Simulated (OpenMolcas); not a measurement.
## V3+: ligand-field states by method

V3+ with its 6 nearest fluoride ions at 1.977 Å, on the Zn site of KZnF3 (a = 4.054 Å, distance in the model lattice 2.027 Å). The rest of the host is ab initio model potentials to 7.6 Å, with orthogonalisation functions on the cations behind the ligands, and point charges beyond; the distance is set by hand and nothing relaxes, and no local charge compensation is placed. Ligand basis ANO-RCC-VDZP.

```yaml
Program: OpenMolcas 26.06
Basis: ANO-RCC-VTZP [6s5p3d2f1g]
Scalar_Hamiltonian: DKH2, point nucleus
Active_space: 2 electrons in 5 orbitals (3d)
State_averaging: 2S+1 = 3 even, 10 roots; 2S+1 = 1 even, 15 roots
Spin-orbit_coupling: RASSI with atomic mean-field integrals over the reference wave functions
```

I. CASSCF
II. SS-CASPT2, IPEA 0.25 Eh, imaginary shift 0.1 Eh (closed shells correlated: 3s 3p and the ligand valence shells)

Spin-free states (labels of O, the rotations of Oh) in cm-1, each column counted from its own energy of the first state listed:

| State | Degeneracy | I | II |
| --- | --- | --- | --- |
| 3T1 | 3 | 0 | 0 |
| 3T2 | 3 | 12465 | 14320 |
| 1T2 | 3 | 13994 | 10660 |
| 1E | 2 | 14354 | 11220 |
| 3T1 | 3 | 26004 | 24630 |
| 3A2 | 1 | 26465 | 29790 |
| 1A1 | 1 | 28117 | 22830 |
| 1T2 | 3 | 28694 | 26860 |
| 1T1 | 3 | 31807 | 30030 |
| 1E | 2 | 42667 | 42340 |
| 1A1 | 1 | 64153 | 58040 |

From I to II, I's first state of the same spin (3T2) moves from 12465 to 14320 cm-1, by about +1900 cm-1.

From I to II, I's first state of another spin (1T2) moves from 13994 to 10660 cm-1, by about -3300 cm-1.

I: A least-squares ligand-field fit to the states below 45000 cm-1, each weighted by its degeneracy and with a free common offset, gives 10Dq = 14110 cm-1, B = 1000 cm-1 and C = 3695 cm-1 (C/B = 3.70), with an rms deviation of 92 cm-1. The same method and metal basis give the free ion B = 1080 cm-1 (fit to its terms below 60000 cm-1, rms deviation 55 cm-1), so the nephelauxetic ratio is β = 1000 / 1080 = 0.93; it hangs on how both fits weigh the states, and computed free-ion B values tend to be too large, so β mixes covalency with correlation.

II: A least-squares ligand-field fit to the states below 45000 cm-1, each weighted by its degeneracy and with a free common offset, gives 10Dq = 15814 cm-1, B = 794 cm-1 and C = 2873 cm-1 (C/B = 3.62), with an rms deviation of 226 cm-1. The same method and metal basis give the free ion B = 978 cm-1 (fit to its terms below 60000 cm-1, rms deviation 640 cm-1), so the nephelauxetic ratio is β = 794 / 978 = 0.81; it hangs on how both fits weigh the states, and computed free-ion B values tend to be too large, so β mixes covalency with correlation.

From I to II, 10Dq changes by +12 %, B by -21 % and C by -22 %.

χT at 300 K: I 0.89, II 0.89 cm3 K/mol.

Roots that are degenerate in the reference are averaged as groups; the widest CASPT2 spread within a group is 68 cm-1 (the 3-fold group of multiplicity 1 near 10700 cm-1 above the lowest state of its run, II). Shifts and gaps below about the spread of the groups concerned are not significant. Over all roots computed the reference weight is 0.74 in II; a low but even weight reflects the number of correlated electrons. An orbital triplet at a regular site is open to Jahn-Teller coupling, which can distort the site and quench the lowest spin-orbit gaps and is left out. Ligand-to-metal charge-transfer states are missing. With no ligand orbital active B as a rule stays too high, so bands that hang on it stand too high and its fall with covalency is understated. Without dynamic correlation the repulsion within the d shell is too large (B by tens of per cent), so at a given field states of lower spin stand too high (holds for I). With metal d orbitals alone and no dynamic correlation 10Dq can be off by a tenth to a fifth, either way, in oxide and fluoride hosts (holds for I). With one d shell and no ligand orbital active, 10Dq can be off by a tenth or more (holds for II). No measured value stands beside these numbers; the geometry was set by hand and not optimised.
